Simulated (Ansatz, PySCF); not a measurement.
CAuO (SMILES [O+]#[C-]->[Au]), doublet, at a GFN2-xTB geometry (such geometries of metal compounds can be far from the true shape) (the multiplicity is a formal guess) (core potentials on Au). Base run: PySCF with R2SCAN/def2-SVP.

Input for PySCF:
```python
from pyscf import gto, scf, dft

mol = gto.Mole()
mol.atom = '''
    Au   -0.221531   -0.218772   -0.207243
    O     1.679904    1.201703    1.425405
    C     0.676949    1.278232    0.828163
'''
mol.basis = 'def2-svp'
mol.ecp = {'Au': 'def2-svp'}
mol.charge = 0
mol.spin = 1
mol.verbose = 4
mol.build()

mf = dft.UKS(mol)
mf.xc = 'r2scan'
mf.kernel()
```

The same geometry, method and basis name were run in Ansatz (a program for electronic structure) and PySCF, at each program's defaults and at the settings that a row names. The base is PySCF at its defaults. Differences at the defaults can come from grids, fitting, cores and function types together.

```tsv
code and settings	ΔE vs base (µEh)	basis functions	E (Eh)	SCF cycles	dipole (D)
PySCF, defaults (exact integrals, its default grid, spherical functions)	0.0	60	-248.94539	15	0.48
Ansatz, defaults (factorised integrals, its default grid, spherical functions)	72.8	60	-248.94532	-	-
PySCF, density fitting with def2-universal-jkfit	-27.1	60	-248.94542	15	0.48
PySCF, fine grid	107	60	-248.94529	15	0.48
Ansatz, high accuracy	74.2	60	-248.94532	-	-
```

Open shells are given as the SCF converged; they aren't shown to be the lowest states, and a large step between rows can be another state.
